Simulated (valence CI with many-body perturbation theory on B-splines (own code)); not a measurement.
The numbers below are computed, except where a source is named.
**From CI to CI+MBPT in In XXIX**

Method: valence CI with perturbative core correlation (CI+MBPT): three valence electrons over a frozen Dirac-Fock core [Ar], a basis of 9 s, 9 p, 10 d, 8 f, 5 g, 3 h, 1 i functions for each j, with the one-electron correlation potential Σ1, the two-electron term Σ2, the three-electron term Σ3, Breit, model QED; selected CI, second order for the rest (own B-spline code, finite nucleus).

No measured spectrum was set against this ion. As an estimate, large intervals hold to a few tenths of a per cent, small ones and those within an open d or f shell to about a per cent. Only levels of the ground parity were solved; by the run's estimate the other parity begins above the list, which can be wrong where configurations are misplaced.

Each rung adds one term. CI alone is the Dirac-Coulomb CI over the frozen core; QED comes last and gives the full result, which names the levels. Energies are above 3d³ ⁴F_3/2 on the same rung, in cm⁻¹.

Names give the largest LS component (configuration and term), which can be under half, so a name can repeat, a term be missing and a line seem to break the LS rules; names also repeat where a configuration has a term twice. Letters in brackets count levels of one name in rising energy.

```tsv
Level	CI alone	+ Σ1	+ Σ2	+ Σ3	+ Breit	Full
3d³ ⁴F_5/2	48424	48951	50173	50345	47660	47856
3d³ ⁴F_7/2	81831	82553	83666	83754	78907	79165
3d³ ⁴P_3/2	94591	95049	91879	92689	91059	91207
3d³ ⁴F_9/2	99000	99684	100517	100347	94553	94790
3d³ ⁴P_1/2	111678	112250	108342	109267	106835	107019
3d³ ²G_7/2	152834	153871	154466	153985	148537	148895
3d³ ²H_9/2	160706	161846	163287	163491	156328	156722
3d³ ⁴P_5/2	165499	166479	163278	163433	159180	159507
3d³ ²D_3/2 [a]	186498	187677	185355	184934	180538	180937
3d³ ²P_1/2	196874	198095	194613	196236	191253	191663
3d³ ²H_11/2	209298	210552	211643	211824	203005	203422
3d³ ²D_5/2 [a]	227853	229189	225798	224544	218454	218893
3d³ ²G_9/2	249287	251065	252575	252201	243027	243643
3d³ ²F_5/2	252615	253700	247940	248513	244824	245150
3d³ ²F_7/2	261664	262926	257781	258400	251914	252309
3d³ ²P_3/2	271664	273419	270940	271928	264972	265570
3d³ ²D_3/2 [b]	374199	375776	367762	367743	362823	363288
3d³ ²D_5/2 [b]	383072	384875	379141	379220	372830	373391
```

(1) How does the ionisation energy move along the ladder, and which term matters most?

## Answers

(1) CI alone 1568.8, + Σ1 1571.4, + Σ2 1576.6, + Σ3 1576.7, + Breit 1575.9, + QED 1576.0 eV. The largest step is Σ2, 5.2 eV. NIST lists 1575 ± 4 eV (theoretical).
